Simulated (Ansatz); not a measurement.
F6Nb, charge -1, singlet, at a GFN2-xTB geometry (such geometries of metal compounds can be far from the true shape) (core potentials on Nb) (a gas-phase anion, which may not be bound at this level). Base run: CAM-B3LYP/def2-SV(P) run with Ansatz (a program for electronic structure).

Ansatz was given this input:
Ansatz 0.2 input:
```yaml
crystal:
  periodic: [false, false, false]
  atoms:
    - {symbol: Nb, position_ang: [0.00000000, 0.00000000, -0.00000000]}
    - {symbol: F, position_ang: [1.11527446, -0.47737769, -1.40718583]}
    - {symbol: F, position_ang: [-1.11527446, 0.47737769, 1.40718583]}
    - {symbol: F, position_ang: [-1.17152260, 0.79987238, -1.19984896]}
    - {symbol: F, position_ang: [-0.91410953, -1.60754884, -0.17913416]}
    - {symbol: F, position_ang: [0.91410953, 1.60754884, 0.17913416]}
    - {symbol: F, position_ang: [1.17152260, -0.79987238, 1.19984896]}
basis:
  gaussian:
    orbitals: def2-SV_P_.json
hamiltonian:
  xc: cam_b3lyp
total_charge: -1
```
The basis file holds def2-SV(P) in the JSON format of the Basis Set Exchange.

Each row names what was changed in the base input (with any setting that the change needs).

| change | ΔE vs base (mEh) |
|---|---|
| base | 0.000 |
| point_charge = charge:0.5 position_ang:4.0011, -1.0061, -2.5648 | -56.295 |
| point_charge = charge:1.0 position_ang:-3.7754, -2.0255, -2.2898 | -111.0 |
| accuracy = high | -0.008 |
| fitting.mean_field = def2-universal-JKFIT | -0.035 |
| final_grid = 14, 28, 59 | -0.001 |
| lower_state_search = light | 0.000 |
| final_grid = 10, 20, 41 | -0.001 |
| lower_state_search = full | 0.000 |
| final_grid = 6, 12, 29 | 0.007 |
| point_charge = charge:-1.0 position_ang:3.527, 2.6811, 1.9929 | 106.0 |

A gas-phase anion may not be bound at this level; its values then depend on the basis.
